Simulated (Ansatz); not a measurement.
Total energies of the cluster RuO₂⁺ from Ansatz at PBE0-D4/def2-TZVP, gas phase (1 Eh = 27.2114 eV = 2625.5 kJ/mol). The reference geometry is relaxed at PBE0-D4/def2-TZVP.

```xyz
3

Ru   -0.343   -0.238   -0.115
O    -0.741    1.178    0.584
O     1.084   -0.940   -0.469
```

```json
{"state": "charge 1 doublet", "geometry": "reference", "energy (Eh)": "-244.82333"}
{"state": "charge 0 singlet", "geometry": "reference", "energy (Eh)": "-245.17711"}
{"state": "charge 1 quartet", "geometry": "relaxed at PBE0-D4/def2-TZVP", "energy (Eh)": "-244.81158"}
```

In the def2 sets Ru takes a core potential; there is no spin–orbit coupling.

**Question.** Work out the vertical electron affinity, to the singlet.

**Answer.** E(charge 1 doublet) − E(charge 0 singlet) = -244.82333 − (-245.17711) = 0.35378 Eh = 9.63 eV.

**Question.** Which of the charge 1 states is lowest, and how far above it are the others?

**Answer.** The doublet. quartet: -244.81158 − (-244.82333) = 0.01175 Eh = 30.8 kJ/mol.

A triplet lies near this restricted singlet, and broken spin symmetry wasn't tried. 

The structure comes from a short search, and lower isomers may exist.
